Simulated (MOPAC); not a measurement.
MOPAC input (PM6):

```
PM6 FORCE THERMO(298,298) PRECISE LET CHARGE=-1 GEO-OK AUX(PRECISION=9) THREADS=1
CHI2

I    -1.86990714 1    0.08924851 1    0.02257110 1
C    -0.00452506 1   -1.15813324 1    0.14332177 1
I     1.87079935 1    0.06985220 1   -0.01605902 1
H    -0.01683407 1   -1.76466743 1   -0.74406417 1
```

Which zero-point energy does it print?

7.47 kcal/mol, from the harmonic wavenumbers of PM6.
